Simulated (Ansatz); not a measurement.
In5Sb5H18, a cluster cut from wurtzite InSb (hydrogen-capped). The state is a triplet with charge 0. Geometry PBE-D4/def2-SVP, that of the neutral singlet; atoms count from 1.

Cartesian coordinates in Å:
```
Sb -0.862 0.032 -4.493
In -2.810 -0.967 -2.541
Sb -1.448 -0.380 -0.057
In -3.086 -0.645 2.313
Sb -1.363 0.615 4.325
In 1.986 -0.295 -4.950
Sb 2.488 0.030 -2.080
In 1.226 -1.274 0.154
Sb 2.238 0.322 2.324
In 1.413 0.375 5.137
H -1.562 -0.264 -6.038
H -1.088 1.734 -4.572
H -4.150 0.134 -2.671
H -2.772 -2.693 -2.756
H -1.135 1.313 -0.152
H -4.425 0.453 2.144
H -3.083 -2.327 2.755
H -1.590 2.312 4.163
H -2.231 0.510 5.808
H 2.620 1.118 -5.736
H 2.273 -1.980 -5.254
H 2.112 1.672 -1.734
H 4.162 0.189 -1.709
H 1.608 -2.964 0.287
H 1.913 1.901 1.723
H 3.944 0.444 2.125
H 1.657 -1.251 5.694
H 1.965 1.887 5.792
```

In the def2 sets In, Sb take a core potential; there is no spin–orbit coupling. Single mean-field runs in def2-TZVP are fitted with def2-universal-jkfit. At PBE0-D4/def2-TZVP a singlet of charge 0 lies 3.59 eV below the triplet at the same geometry.

(1) Estimate the Mulliken populations from the PBE0/def2-TZVP orbitals of Ansatz.

(2) Where does the spin sit?

(3) And the Mayer bond orders between heavy atoms (over 0.3)?

## Answers

(1) 
| atom | charge (e) | spin (α − β) |
| --- | --- | --- |
| Sb1 | -0.13 | 0.00 |
| In2 | 0.24 | 0.05 |
| Sb3 | -0.24 | 0.21 |
| In4 | 0.24 | 0.05 |
| Sb5 | -0.13 | 0.00 |
| In6 | 0.21 | 0.18 |
| Sb7 | -0.03 | 0.40 |
| In8 | 0.14 | 0.33 |
| Sb9 | -0.03 | 0.40 |
| In10 | 0.21 | 0.18 |
| H11 | 0.02 | 0.02 |
| H12 | 0.02 | 0.00 |
| H13 | -0.08 | 0.02 |
| H14 | -0.08 | 0.00 |
| H15 | 0.02 | -0.01 |
| H16 | -0.08 | 0.02 |
| H17 | -0.08 | 0.00 |
| H18 | 0.02 | 0.00 |
| H19 | 0.02 | 0.02 |
| H20 | -0.07 | 0.06 |
| H21 | -0.08 | 0.00 |
| H22 | 0.04 | -0.02 |
| H23 | 0.02 | 0.00 |
| H24 | -0.08 | 0.05 |
| H25 | 0.04 | -0.02 |
| H26 | 0.02 | 0.00 |
| H27 | -0.08 | 0.00 |
| H28 | -0.07 | 0.06 |
Mulliken values depend strongly on the basis.

(2) Summed by element: Sb 0.99, In 0.79, H 0.22, of 2 unpaired in all. Largest on single atoms: Sb9 0.40, Sb7 0.40, In8 0.33.

(3) Sb1–In2 0.59 (2.93 Å); Sb1–In6 0.66 (2.90 Å); In2–Sb3 0.61 (2.89 Å); Sb3–In4 0.61 (2.89 Å); Sb3–In8 0.75 (2.83 Å); In4–Sb5 0.59 (2.93 Å); Sb5–In10 0.66 (2.90 Å); In6–Sb7 0.52 (2.93 Å); Sb7–In8 0.50 (2.88 Å); In8–Sb9 0.50 (2.88 Å); Sb9–In10 0.52 (2.93 Å).
